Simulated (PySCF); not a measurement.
Molecule: `[SiH2](C=C)N[SiH2]P`, C2H10NPSi2.

Geometry:
```json
{"atom": "C1", "x (Å)": "-3.199", "y (Å)": "1.367", "z (Å)": "-0.118"}
{"atom": "C2", "x (Å)": "-2.004", "y (Å)": "0.906", "z (Å)": "-0.506"}
{"atom": "Si3", "x (Å)": "-1.178", "y (Å)": "-0.564", "z (Å)": "0.296"}
{"atom": "N4", "x (Å)": "0.382", "y (Å)": "-0.132", "z (Å)": "0.947"}
{"atom": "Si5", "x (Å)": "1.927", "y (Å)": "-0.893", "z (Å)": "0.717"}
{"atom": "P6", "x (Å)": "3.415", "y (Å)": "0.669", "z (Å)": "0.023"}
{"atom": "H7", "x (Å)": "-3.759", "y (Å)": "0.899", "z (Å)": "0.701"}
{"atom": "H8", "x (Å)": "-3.679", "y (Å)": "2.229", "z (Å)": "-0.596"}
{"atom": "H9", "x (Å)": "-1.490", "y (Å)": "1.419", "z (Å)": "-1.331"}
{"atom": "H10", "x (Å)": "-0.918", "y (Å)": "-1.653", "z (Å)": "-0.692"}
{"atom": "H11", "x (Å)": "-2.126", "y (Å)": "-1.062", "z (Å)": "1.345"}
{"atom": "H12", "x (Å)": "0.385", "y (Å)": "0.681", "z (Å)": "1.560"}
{"atom": "H13", "x (Å)": "1.723", "y (Å)": "-2.006", "z (Å)": "-0.256"}
{"atom": "H14", "x (Å)": "2.500", "y (Å)": "-1.458", "z (Å)": "1.981"}
{"atom": "H15", "x (Å)": "4.482", "y (Å)": "-0.269", "z (Å)": "-0.136"}
{"atom": "H16", "x (Å)": "3.011", "y (Å)": "0.603", "z (Å)": "-1.347"}
```

Geometry PBE0-D3(BJ)/def2-SVP throughout; GIAO in PySCF, gas phase, one conformer, non-relativistic; equivalent atoms averaged; functional PBE0.

Task: How do the shifts δ (against TMS, NH3 at the same level) depend on the basis set? (a selection of nuclei; ppm; last column core-seconds on shared hosts with different chips, so compare them loosely)

Result: 
```tsv
basis set	functions	C1	C2	Si5	Si3	N4	H9	H8	H13/H14	H12	core-s
STO-3G	52	115.4	113.1	-13.0	-27.4	-78.3	5.78	5.75	2.18	-3.94	4.9
6-31G	86	135.7	132.4	2.2	3.1	-7.6	6.51	6.61	5.20	-1.89	10
pcSseg-0	86	153.3	144.2	-46.0	-39.3	-9.3	6.27	6.64	5.54	-1.88	8.4
6-31G*	116	134.0	129.1	-0.4	-2.2	8.4	6.20	6.18	5.57	-0.91	13
def2-SVP	146	137.5	134.8	-28.6	-29.2	17.2	6.27	6.22	5.35	-0.62	17
cc-pVDZ	146	137.8	135.8	-21.5	-21.4	18.3	6.34	6.32	5.34	-0.78	19
pcSseg-1	173	146.1	144.6	-22.6	-23.6	19.8	6.40	6.36	5.32	-0.55	22
aug-cc-pVDZ	240	136.1	137.4	-19.0	-18.1	18.8	6.61	6.54	5.56	-0.57	39
6-311+G(2d,p)	246	142.4	143.1	-22.3	-23.4	24.0	6.54	6.42	5.64	-0.44	39
def2-TZVP	264	144.1	144.1	-24.1	-25.4	27.1	6.52	6.42	5.68	-0.48	44
```

Task: Which nucleus among those listed moves most, in ppm?

Result: N4 (nitrogen bonded to 2 Si, H): from -78.3 ppm with STO-3G to 27.1 ppm with def2-TZVP. The smallest spread is 0.84 ppm, at H9. Proton shifts span only some 12 ppm, so a few tenths of a ppm matter as much there as several ppm in carbon.

Task: Taking the largest basis, def2-TZVP (264 functions), as the yardstick, rank the others by their worst heavy-atom deviation.

Result: 6-311+G(2d,p) 3.1 ppm (246 functions), pcSseg-1 7.3 ppm (173 functions), aug-cc-pVDZ 8.3 ppm (240 functions), cc-pVDZ 8.8 ppm (146 functions), def2-SVP 9.9 ppm (146 functions), 6-31G* 23.7 ppm (116 functions), 6-31G 34.7 ppm (86 functions), pcSseg-0 36.4 ppm (86 functions), STO-3G 105.4 ppm (52 functions).

A small basis that lands close on one nucleus may do so by chance; judge by the trend and by all nuclei.
